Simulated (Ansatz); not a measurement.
`[OH][GaH][SiH2]F` + PH₃ → `F[SiH2]P` + `[OH][GaH2]`  (cleavage of the Si–Ga bond)

Computed with Ansatz on PBE0-D4/def2-TZVP structures; ΔE is electronic, products minus reactants. CCSD(T)/CBS adds triple-zeta CCSD(T) − MP2 to the extrapolated MP2 energy (def2 sets, frozen cores). This one scheme is used for every species. Functionals use def2-TZVPP. For Ga outer-core shells are correlated without core-valence functions, which leaves a few kJ/mol of doubt a bond. Scalar relativity is left out up to krypton. One conformer a species, not always the lowest.

```tsv
level	ΔE (kJ/mol)
revPBE-D4	-8.9
BLYP-D4	-4.3
r2SCAN0-D4	-14.0
CAM-B3LYP-D4	-9.3
CCSD/def2-SVP	-5.2
HF/def2-TZVPP	-12.9
SCS-MP2/def2-TZVPP	-12.8
CCSD/def2-TZVPP	-9.6
```

Task: What does CCSD(T)/CBS give? (Estimate.)

Result: The calculation gave: -10.8 kJ/mol. The listed levels differ from it by 1.9, 6.5, -3.2, 1.5, 5.6, -2.1, -2.0, 1.2 kJ/mol.

Largest T1 diagnostic among the species: 0.015.

Leaving LDA and LC-ωPBE aside and taking each functional with its dispersion term where it has one, the values, not all of them listed here, spread over 15.0 kJ/mol, from B97M-V to BLYP-D4. LDA lies −3.8 kJ/mol from PBE without D4. From BLYP to BHLYP (50 % exact exchange), in def2-TZVPP and without D4, ΔE moves by −7.1 kJ/mol.
